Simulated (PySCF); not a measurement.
PySCF input (M06-2X/def2-TZVPD):

```python
from pyscf import gto, scf, dft

mol = gto.M(
    atom='''
    C    -0.58948698    0.07484221   -0.49893396
    C     0.83140566   -0.16547035   -0.19588443
    Cl    1.03358835   -1.27116161    1.24227772
    Cl    1.72363634    1.35556209    0.07352472
    Cl   -1.36654689   -1.03321451   -1.54127038
    Cl   -1.55295915    1.02081697    0.53079250
    H     1.30727087   -0.68028146   -1.02160706
    ''',
    basis='def2-tzvpd',
    charge=0,
    spin=1,
    verbose=4,
)

mf = dft.UKS(mol, xc='m062x').density_fit(auxbasis='def2-universal-jkfit')
mf.grids.level = 4
mf.conv_tol = 1e-9
mf.max_cycle = 100
mf.max_memory = 1500
mf.kernel()
if not mf.converged:
    mf = mf.newton()
    mf.kernel(mf.make_rdm1())
for _ in range(2):
    mo, _, stable, _ = mf.stability(return_status=True)
    if stable:
        break
    mf.kernel(mf.make_rdm1(mo, mf.mo_occ))
mf.analyze()
```

End of the output:

```
Extra cycle  E= -1917.54629453133  delta_E= 5.46e-11  |g|= 2.39e-05  |ddm|= 5.71e-05
converged SCF energy = -1917.54629453133  <S^2> = 0.75644382  2S+1 = 2.0064335
uhf_internal: lowest eigs of H = [0.31356374 0.34207106 0.3560132 ]
<class 'pyscf.df.df_jk.DFUKS'> wavefunction is stable in the internal stability analysis
**** SCF Summaries ****
Total Energy =                       -1917.546294531330886
Nuclear Repulsion Energy =             504.130665656483131
One-electron Energy =                -3649.226696013250603
Two-electron Energy =                 1227.549735825436755
Two-electron Coulomb Energy =         1351.732779195486728
DFT Exchange-Correlation Energy =     -124.183043370050044
HOMO-LUMO gap [eV] =                     5.580999147630548
**** MO energy ****
                             alpha | beta                alpha | beta
MO #1   energy= -102.691798776703  | -102.690765344998  occ= 1 | 1
MO #2   energy= -102.688318249074  | -102.687303570079  occ= 1 | 1
MO #3   energy= -102.667199340011  | -102.66689116279   occ= 1 | 1
MO #4   energy= -102.660316157237  | -102.659084444876  occ= 1 | 1
MO #5   energy= -10.6935311048048  | -10.6940457526253  occ= 1 | 1
MO #6   energy= -10.6881272154149  | -10.6801958411898  occ= 1 | 1
MO #7   energy= -9.85338847892579  | -9.85302255210008  occ= 1 | 1
MO #8   energy= -9.84990073162235  | -9.84954136223156  occ= 1 | 1
MO #9   energy= -9.82955643982079  | -9.82944368469733  occ= 1 | 1
MO #10  energy= -9.82221639763829  | -9.82180524961756  occ= 1 | 1
MO #11  energy= -7.57496691770455  | -7.57547431813569  occ= 1 | 1
MO #12  energy= -7.57193541053217  | -7.5720133270993   occ= 1 | 1
MO #13  energy= -7.57155316162828  | -7.56961922492043  occ= 1 | 1
MO #14  energy= -7.56994175113962  | -7.56833381548381  occ= 1 | 1
MO #15  energy= -7.56840557597091  | -7.56610441769743  occ= 1 | 1
MO #16  energy= -7.5664129528945   | -7.56490059583147  occ= 1 | 1
MO #17  energy= -7.5519760276833   | -7.5514540913085   occ= 1 | 1
MO #18  energy= -7.54628653168113  | -7.54596208836259  occ= 1 | 1
MO #19  energy= -7.54601192164983  | -7.54588569136321  occ= 1 | 1
MO #20  energy= -7.54551042015302  | -7.54276649175528  occ= 1 | 1
MO #21  energy= -7.53898045317731  | -7.53833466991004  occ= 1 | 1
MO #22  energy= -7.53870872336454  | -7.53817729531654  occ= 1 | 1
MO #23  energy= -1.06848254868105  | -1.05502947222838  occ= 1 | 1
MO #24  energy= -1.00220777929036  | -0.997966983117816 occ= 1 | 1
MO #25  energy= -0.966819409003076 | -0.960353304356623 occ= 1 | 1
MO #26  energy= -0.931688396879714 | -0.927702584864878 occ= 1 | 1
MO #27  energy= -0.822077729715438 | -0.810267932117075 occ= 1 | 1
MO #28  energy= -0.686087936722835 | -0.671442931534724 occ= 1 | 1
MO #29  energy= -0.598935709275406 | -0.589440682941682 occ= 1 | 1
MO #30  energy= -0.570579920914302 | -0.562158605768346 occ= 1 | 1
MO #31  energy= -0.556682871366625 | -0.531015461069692 occ= 1 | 1
MO #32  energy= -0.515980951992894 | -0.509750126787474 occ= 1 | 1
MO #33  energy= -0.484656205429971 | -0.464809116286524 occ= 1 | 1
MO #34  energy= -0.437109930498868 | -0.435003726038017 occ= 1 | 1
MO #35  energy= -0.431229866371484 | -0.415787395998363 occ= 1 | 1
MO #36  energy= -0.410516475223866 | -0.407544546115568 occ= 1 | 1
MO #37  energy= -0.406199764067069 | -0.401216410564925 occ= 1 | 1
MO #38  energy= -0.398097719845533 | -0.394810849597083 occ= 1 | 1
MO #39  energy= -0.388221767566831 | -0.385911469874926 occ= 1 | 1
MO #40  energy= -0.381533219620264 | -0.379924201966348 occ= 1 | 1
MO #41  energy= -0.288560057143666 | -0.0834621197020162 occ= 1 | 0
MO #42  energy= -0.00312619547612152 | 4.70484908744603e-05 occ= 0 | 0
MO #43  energy= 0.000933857560049603 | 0.00403978463298151 occ= 0 | 0
MO #44  energy= 0.0120091056197547 | 0.0153443067925106 occ= 0 | 0
MO #45  energy= 0.0178899856732446 | 0.0213362177751372 occ= 0 | 0
MO #46  energy= 0.0247781506389389 | 0.0279886458524326 occ= 0 | 0
MO #47  energy= 0.0273887163753091 | 0.0316598385015373 occ= 0 | 0
MO #48  energy= 0.0329280354399585 | 0.036708454519283  occ= 0 | 0
MO #49  energy= 0.0436015340458558 | 0.0463063663867156 occ= 0 | 0
MO #50  energy= 0.0555570339254533 | 0.0574606058598638 occ= 0 | 0
MO #51  energy= 0.0585108290996096 | 0.0608061362513861 occ= 0 | 0
MO #52  energy= 0.058795782116129  | 0.0615061461084542 occ= 0 | 0
MO #53  energy= 0.0718631449787745 | 0.0784696350556797 occ= 0 | 0
MO #54  energy= 0.0838157790864607 | 0.086038132737944  occ= 0 | 0
MO #55  energy= 0.0874644327807158 | 0.0903059866560592 occ= 0 | 0
MO #56  energy= 0.0882835448269956 | 0.0928790357844871 occ= 0 | 0
MO #57  energy= 0.0913928068666759 | 0.0951091057385068 occ= 0 | 0
MO #58  energy= 0.102289404330041  | 0.102300687683985  occ= 0 | 0
MO #59  energy= 0.116836051329337  | 0.126705224791414  occ= 0 | 0
MO #60  energy= 0.133181940827707  | 0.133143144920898  occ= 0 | 0
MO #61  energy= 0.142286771662864  | 0.142389713509129  occ= 0 | 0
MO #62  energy= 0.157092767828767  | 0.15758116504144   occ= 0 | 0
MO #63  energy= 0.163867954149936  | 0.163088243598343  occ= 0 | 0
MO #64  energy= 0.173655111395662  | 0.173621511253211  occ= 0 | 0
MO #65  energy= 0.192039344921844  | 0.194467233586773  occ= 0 | 0
MO #66  energy= 0.196759711833274  | 0.19573656862476   occ= 0 | 0
MO #67  energy= 0.207932009149595  | 0.209362352002455  occ= 0 | 0
MO #68  energy= 0.216355925406868  | 0.217254608929996  occ= 0 | 0
MO #69  energy= 0.223463325608656  | 0.222776362603626  occ= 0 | 0
MO #70  energy= 0.226445379110514  | 0.226444576588903  occ= 0 | 0
MO #71  energy= 0.243162647038998  | 0.242964985624117  occ= 0 | 0
MO #72  energy= 0.248995588909707  | 0.249512774784217  occ= 0 | 0
MO #73  energy= 0.260721829755235  | 0.260899993819248  occ= 0 | 0
MO #74  energy= 0.263129477829204  | 0.264356812204717  occ= 0 | 0
MO #75  energy= 0.268830638706595  | 0.269274079167678  occ= 0 | 0
MO #76  energy= 0.279013601360123  | 0.278624380423632  occ= 0 | 0
MO #77  energy= 0.280241104056749  | 0.279722793714877  occ= 0 | 0
MO #78  energy= 0.282277554342821  | 0.281961787703194  occ= 0 | 0
MO #79  energy= 0.28946267772665   | 0.289073547440064  occ= 0 | 0
MO #80  energy= 0.296840884715485  | 0.297009965325792  occ= 0 | 0
MO #81  energy= 0.301005160950511  | 0.301110481514135  occ= 0 | 0
MO #82  energy= 0.301089677120685  | 0.303264524014671  occ= 0 | 0
MO #83  energy= 0.306572250162204  | 0.306359099298385  occ= 0 | 0
MO #84  energy= 0.31218123263795   | 0.311782955884347  occ= 0 | 0
MO #85  energy= 0.319471178615752  | 0.318710486448534  occ= 0 | 0
MO #86  energy= 0.326465814747914  | 0.325133622589771  occ= 0 | 0
MO #87  energy= 0.330840509280643  | 0.330664621727094  occ= 0 | 0
MO #88  energy= 0.336405879208792  | 0.337364960498875  occ= 0 | 0
MO #89  energy= 0.347031186363855  | 0.348460445820686  occ= 0 | 0
MO #90  energy= 0.358873701330006  | 0.356377496687763  occ= 0 | 0
MO #91  energy= 0.372668938564867  | 0.371557713988858  occ= 0 | 0
MO #92  energy= 0.381471720712497  | 0.380234155686425  occ= 0 | 0
MO #93  energy= 0.410814961375133  | 0.411328335570203  occ= 0 | 0
MO #94  energy= 0.419363149556898  | 0.419306198865653  occ= 0 | 0
MO #95  energy= 0.435313921662279  | 0.433141654730345  occ= 0 | 0
MO #96  energy= 0.442868896407573  | 0.440260747624324  occ= 0 | 0
MO #97  energy= 0.448303774566407  | 0.447291396066285  occ= 0 | 0
MO #98  energy= 0.461796524380958  | 0.462095926995002  occ= 0 | 0
MO #99  energy= 0.483911450569999  | 0.483033223744973  occ= 0 | 0
MO #100 energy= 0.491808682805712  | 0.488623123783048  occ= 0 | 0
MO #101 energy= 0.502574682290518  | 0.500274636337334  occ= 0 | 0
MO #102 energy= 0.514071034293921  | 0.515824401290882  occ= 0 | 0
MO #103 energy= 0.524063876994197  | 0.523452008329062  occ= 0 | 0
MO #104 energy= 0.541979558727281  | 0.541292969204072  occ= 0 | 0
[...]
```

It need not be the lowest isomer of its formula.
